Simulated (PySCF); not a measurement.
Species: C₄H₃F₃S (charge -1 and doublet state).
Numbering: `[CH3:1][C:2]([S-:3])[C:4]([F:5])=[C:6]([F:7])[F:8]` (hydrogens: H9, H10, H11 on C1)

Structure used (GFN2-xTB), in Å, numbered top down from 1:
```xyz
11
C4H3F3S angstrom
C     -1.7185   -0.3690   -0.2586
C     -0.4339    0.4120   -0.3152
S     -0.4304    1.9523   -1.0197
C      0.7048   -0.1577    0.2467
F      0.5509   -1.4355    0.7629
C      2.0103    0.2570    0.2958
F      2.9701   -0.4502    0.9630
F      2.4892    1.4858    0.0228
H     -1.5669   -1.4005   -0.5846
H     -2.4570    0.1055   -0.9008
H     -2.1133   -0.3970    0.7616
```

The hyperfine couplings belong to this conformer and change with its torsions.

Theory: UKS B3LYP, pcH-1 on C F H S, non-relativistic, mean-field spin-orbit, GIAO in PySCF 2.14.0. Whether the extra electron is bound in the gas phase wasn't checked; a finite basis holds it in any case. A GFN2-xTB geometry isn't a minimum of the functional, and hyperfine couplings can be far from their values at a DFT geometry, by a factor of two or more for some ions and for spin on atoms past the first row. Stability of the SCF solution: not tested.

Problem. Break the g tensor into its mass correction, gauge correction and orbital-Zeeman/spin–orbit terms.

Solution. 
```json
{"Δg (ppt)": "relativistic mass correction", "1": "-0.21", "2": "-0.21", "3": "-0.21"}
{"Δg (ppt)": "gauge correction", "1": "0.00", "2": "0.05", "3": "0.04"}
{"Δg (ppt)": "orbital Zeeman/spin–orbit", "1": "-0.35", "2": "6.36", "3": "13.39"}
{"Δg (ppt)": "total", "1": "-0.57", "2": "6.20", "3": "13.22"}
```

So g = 2.00175, 2.00852, 2.01554 and g_iso = 2.00860; the tensor is rhombic: the two nearest values differ by 49 % of g3 − g1. Axes: g2 points within 5° of the C4–C6 bond and g3 points within 13° of the C2–S3 bond.

Problem. What effective moment and Curie constant follow for a powder?

Solution. With the mean of g² = 4.0345 and S(S+1) = 0.75: μ_eff = √(⟨g²⟩S(S+1)) = 1.740 μB and χT = 0.12505·⟨g²⟩·S(S+1) = 0.378 cm³ K/mol (cgs; spin-Hamiltonian part alone).

Problem. What are the electron Larmor frequencies g μB B/h along the three axes at 1200 mT?

Solution. 33.6204, 33.7340, 33.8520 GHz for g1, g2 and g3, a range of 231.5 MHz.

Problem. In a frozen sample, at which fields do the three g values resonate at 9.5, 34, 94 and 263 GHz (hyperfine left aside), and which band first spreads them over more than twice a line width of 0.3 mT?

Solution. 
| band | GHz | B(g3) mT | B(g2) mT | B(g1) mT | spread mT |
| --- | --- | --- | --- | --- | --- |
| X | 9.5 | 336.76 | 337.94 | 339.08 | 2.32 |
| Q | 34.0 | 1205.25 | 1209.46 | 1213.55 | 8.30 |
| W | 94.0 | 3332.16 | 3343.81 | 3355.10 | 22.95 |
| J | 263.0 | 9322.95 | 9355.54 | 9387.15 | 64.20 |

The spread grows in proportion to the frequency. X band is the first where it exceeds 0.6 mT.

Largest spin populations (Mulliken): C6 (+0.44), C2 (+0.35), S3 (+0.30) and C4 (-0.13). Three atoms exceed +0.15.

The HOMO–LUMO gaps are 4.60 eV among the α and 3.59 eV among the β orbitals.

The run took 73 s of wall time (with the writing of density and orbital grids) on one thread of an Arm Neoverse V2, no GPU (shared host), and the process peaked at 0.92 GiB of memory.
